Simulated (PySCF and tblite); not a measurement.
Values are calculated unless marked as measured or tabulated.
C6H10O, numbered as in [CH3:1][O:2][C:3]1=[CH:4][CH2:5][CH2:6][CH2:7]1.

Level: PBE0-D3(BJ)/pcSseg-1//GFN2-xTB, thermal terms from GFN2-xTB, symmetry numbers and mirror pairs counted. Conformers within 3 kcal/mol (GFN2-xTB free energy) were kept, 10 at most. Run with PySCF (density fitting) and tblite.

Rotational constants are equilibrium values for the commonest isotopes; dipoles come from the energy level named.

Torsions listed: C1–O2–C3–C7. The 5-ring runs over atoms 3–4–5–6–7. Of a mirror pair one member is shown.

| conformer | shape | symmetry |
| --- | --- | --- |
| 1 | 5-ring envelope (ring torsions 13, -21, 21, -13, 0°); 179° | C1 (pair) |
| 2 | 5-ring envelope (ring torsions 12, -18, 18, -12, 0°); -6° | C1 (pair) |

Q: Give the rotational constants and dipole components, as needed to look for these species in a jet-cooled rotational spectrum.

A: 
| conformer | A (MHz) | B (MHz) | C (MHz) | abs μa (D) | abs μb (D) | abs μc (D) | κ | Ic−Ia−Ib (u Å²) |
| --- | --- | --- | --- | --- | --- | --- | --- | --- |
| 1 | 6272 | 1868 | 1502 | 0.40 | 0.79 | 0.00 | -0.85 | -14.6 |
| 2 | 6235 | 1883 | 1506 | 0.45 | 1.81 | 0.05 | -0.84 | -14.0 |

Q: Which type of transition is strongest for conformer 1?

A: b-type, since that component is clearly the largest; the top is near-prolate.
